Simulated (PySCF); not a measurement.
## How methods differ on the interval between two levels of Fe⁺

Fe⁺ [Ar] 3d6 4s1 [6D9/2, M_J = 9/2] → Fe⁺ [Ar] 3d6 4p1 [6F11/2, M_J = 11/2], as a difference of total energies. Computed with PySCF 2.14 in x2c-TZVPall-2c, with the two-component X2C-1e Hamiltonian. Correlated levels: [Ne] frozen; the 6 highest virtual spinors dropped. "Screened" scales the spin-orbit matrix elements by Boettger's factors to mimic the two-electron term; Breit and QED terms are absent.

| method | interval between two levels (cm⁻¹) |
| --- | --- |
| GHF (spin-free) | 39493 |
| GMP2 (spin-free) | 42086 |
| GHF (screened spin-orbit) | 39674 |
| GMP2 (screened spin-orbit) | 42291 |

Errors of the correlated levels include the incompleteness of this basis and the frozen core.

The labels give the starting determinants; with spin-orbit coupling the two ends relaxed to ⟨J²⟩ = 24.76, ⟨L²⟩ = 6.01, ⟨S²⟩ = 8.75 and ⟨J²⟩ = 35.76, ⟨L²⟩ = 12.01, ⟨S²⟩ = 8.75.

For comparison: 41968 cm⁻¹ (measured; NIST Handbook of Basic Atomic Spectroscopic Data (Sansonetti and Martin, J. Phys. Chem. Ref. Data 34, 1559 (2005))).
